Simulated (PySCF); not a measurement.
Structure with atom numbers: `[CH2:1]=[C:2]1[C:3](=[CH2:4])[C:5]([CH:6]=[O:7])=[C:8]1[SiH3:9]`; H(Xn) means a hydrogen on atom n. Ha(C4) is cis to C2; Ha(C1) is cis to C3; Hb(C4) is trans to C2; Hb(C1) is trans to C3.

- σ from GIAO-PBE0/pcSseg-1
- GFN2-xTB structure
- run in PySCF 2.14
- single conformer, isolated molecule, fast rotation and ring inversion assumed for equivalent nuclei, non-relativistic Hamiltonian

**Question.** Predict the 2D correlation tables (HSQC, COSY, HMBC).

**Answer.** 

HSQC (one-bond C–H):
```
           δH          δC
10.33 (H(C6))  191.1 (C6)
5.81 (Hb(C1))  114.6 (C1)
5.80 (Ha(C1))  114.6 (C1)
5.33 (Hb(C4))  100.1 (C4)
5.22 (Ha(C4))  100.1 (C4)
```

COSY cross peaks (H two or three bonds apart, from the bond graph; peaks can be absent where the dihedral angle is near 90°):
```
           δH             δH
5.81 (Hb(C1))  5.80 (Ha(C1))
5.33 (Hb(C4))  5.22 (Ha(C4))
```

HMBC (two and three bonds, from the bond graph):
```
           δH                                  δC
10.33 (H(C6))  180.2 (C8), 165.8 (C5), 151.6 (C3)
5.81 (Hb(C1))  180.2 (C8), 157.1 (C2), 151.6 (C3)
5.80 (Ha(C1))  180.2 (C8), 157.1 (C2), 151.6 (C3)
5.33 (Hb(C4))  165.8 (C5), 157.1 (C2), 151.6 (C3)
5.22 (Ha(C4))  165.8 (C5), 157.1 (C2), 151.6 (C3)
4.36 (H(Si9))  180.2 (C8), 165.8 (C5), 157.1 (C2)
```

Referencing at the same level of theory: $^{1}$H and $^{13}$C against TMS.

Shifts are as computed. Against solution values, carbons near 30 ppm lie about +3 ppm off and those near 130 ppm about +5 ppm. Of 1211 compounds with measured shifts, 218 miss one by over three times the rms of a fit or turn the order of signals round; such compounds aren't used in these exercises.
